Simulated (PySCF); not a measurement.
Compound: C5H5OPS.
Numbering: `[CH3:1][C:2](=[O:3])[c:4]1[p:5][cH:6][cH:7][s:8]1`

Geometry (GFN2-xTB, Å), atoms numbered from 1 in this order:
```xyz
13
C5H5OPS angstrom
C     -2.3605   -0.0183   -0.4075
C     -1.3776   -0.0013    0.7336
O     -1.7080    0.0253    1.9024
C      0.0362   -0.0061    0.3962
P      1.2061    0.0828    1.6666
C      2.5521    0.0504    0.5255
C      2.2639   -0.0267   -0.7960
S      0.6133   -0.0817   -1.2375
H     -2.2178    0.8674   -1.0243
H     -2.1937   -0.8956   -1.0296
H     -3.3750   -0.0308   -0.0190
H      3.5737    0.0914    0.8680
H      2.9829   -0.0564   -1.5962
```

Probes without a nucleus sit at each ring's centroid and 1 Å off its mean plane on both sides; NICS is minus the shielding there, NICSzz its component along the normal. Level: GIAO PBE0/pcSseg-1 (PySCF, non-relativistic, gas phase) on the GFN2-xTB geometry, one conformer.

Ring bond lengths (Å), with Mayer bond orders in brackets: C4–P5 1.729 (1.40), P5–C6 1.765 (1.15), C6–C7 1.355 (1.59), C7–S8 1.710 (1.19), S8–C4 1.734 (1.11).

Problem. What do the NICS probes read (ppm)?

Solution. 
| ring | type | NICS(0) | NICS(1), two faces | NICS(1)zz, two faces | rms pucker (Å) | centre to ring atoms, mean (Å) |
| --- | --- | --- | --- | --- | --- | --- |
| C4–P5–C6–C7–S8 | 5-membered ring with P and S; formal bonds all aromatic | -10.6 | -11.2 / -11.2 | -24.7 / -24.8 | 0.00 | 1.40 |

Problem. What can be read from them?

Solution. 
- C4–P5–C6–C7–S8: mean NICS(1)zz -24.7 ppm, shielded.

Problem. And the bond-length index? Use HOMA with the parameters of Krygowski (1993).

Solution. 
- C4–P5–C6–C7–S8: HOMA 0.73; the largest term is that of P5–C6, α(R − Ropt)² = 0.53.

Problem. How shielded are the nuclei of the rings and their hydrogens (means over atoms taken as equivalent)?

Solution. 
| atoms | environment | σ isotropic (ppm) |
| --- | --- | --- |
| C4 | substituted aromatic carbon | -3.6 |
| P5 | phosphorus bonded to 2 C | 28.3 |
| C6 | aromatic CH carbon | 30.2 |
| C7 | aromatic CH next to a ring sulfur | 37.1 |
| S8 | thiophene-type sulfur | 185.4 |
| H12 | aromatic hydrogen | 23.30 |
| H13 | aromatic hydrogen | 23.53 |
